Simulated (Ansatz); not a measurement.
Cost and result for the atomization energy of C$_{2}$H$_{8}$GeO$_{2}$Si, SMILES `O[SiH](O)/C=[CH]\[GeH3]` (14 atoms, 13 bonds).

```csv
atom,x (Å),y (Å),z (Å)
O1,-2.414,-1.612,0.302
Si2,-0.904,-1.288,-0.258
O3,-0.876,-0.106,-1.401
C4,0.191,-0.670,1.101
C5,0.999,0.393,1.083
Ge6,1.351,1.661,-0.366
H7,-2.859,-0.917,0.790
H8,-0.466,-2.585,-0.825
H9,-1.210,-0.308,-2.275
H10,0.160,-1.254,2.025
H11,1.569,0.609,1.988
H12,2.507,2.551,0.137
H13,0.144,2.565,-0.649
H14,1.809,0.961,-1.652
```

Charge 0, multiplicity 1. Correlated methods include outer-core shells of Ge, which these sets cover unevenly. Scalar relativity is left out up to krypton. The structure was optimised at the PBE0-D4/def2-TZVP level. It is one conformer, not always the lowest. Program: Ansatz. All runs use 2 threads of an AMD EPYC 7R13 on a shared host and a share of an NVIDIA H100 80 GB. Times are those of one run each, without the atoms' runs, and a repeat can differ threefold. Electronic energies, without spin–orbit coupling; frozen cores. CCSD(T)/CBS adds CCSD(T) − MP2 in def2-TZVPP to the MP2 limit, and its time is that of the two runs behind it. T1 = 0.012; the RHF reference is unstable towards UHF. With those shells the extrapolation isn't a true limit. B3LYP takes the VWN-RPA correlation (the form of Gaussian; ORCA's B3LYP/G).

CCSD(T)/CBS is a level of theory with its own doubt, some kJ/mol a heavy atom from the limit and from the frozen cores, so smaller differences don't rank the functionals.

```
                             level  functions  wall time  atomization (kJ/mol)  difference from CCSD(T)/CBS  per bond
                PBE0-D4/def2-TZVPP        326      2.1 s                5134.6                        -58.1      -4.5
 B3LYP-D4/def2-TZVPP (with forces)        326      2.5 s                5149.5                        -43.2      -3.3
   PBE-D4/def2-TZVPP (with forces)        326      2.6 s                5220.7                         28.0       2.2
r2SCAN-D4/def2-TZVPP (with forces)        326      2.6 s                5177.0                        -15.7      -1.2
                 B2PLYP/def2-TZVPP        326      2.7 s                5106.0                        -86.7      -6.7
                ωB97X-V/def2-TZVPP        326      3.4 s                5182.2                        -10.5      -0.8
  ωB97M-V/def2-TZVPP (with forces)        326      3.6 s                5171.6                        -21.1      -1.6
                    MP2/def2-QZVPP        627      6.5 s                5216.5                         23.8       1.8
                CCSD(T)/def2-TZVPP        326      7.5 s                5061.4                       -131.3     -10.1
                 CCSD(T)/CBS(def2)          –       14 s                5192.7                          0.0       0.0
```

In def2-TZVPP, CCSD(T) changes the Hartree–Fock value by +1317.2 kJ/mol (the triples alone add +77.5 kJ/mol) and MP2 by +1394.8 kJ/mol; breaking electron pairs costs correlation energy, which Hartree–Fock lacks. The D4 term adds +56.2 kJ/mol with B3LYP and +29.8 kJ/mol with PBE0; it sums over pairs of atoms, weighted by their polarisabilities, and B3LYP, whose exchange is more repulsive, gets the larger term. From PBE to PBE0 (25 % exact exchange), in def2-TZVPP and without D4, the atomization energy moves by −81.0 kJ/mol: exact exchange takes away binding that semilocal exchange gives to molecules.
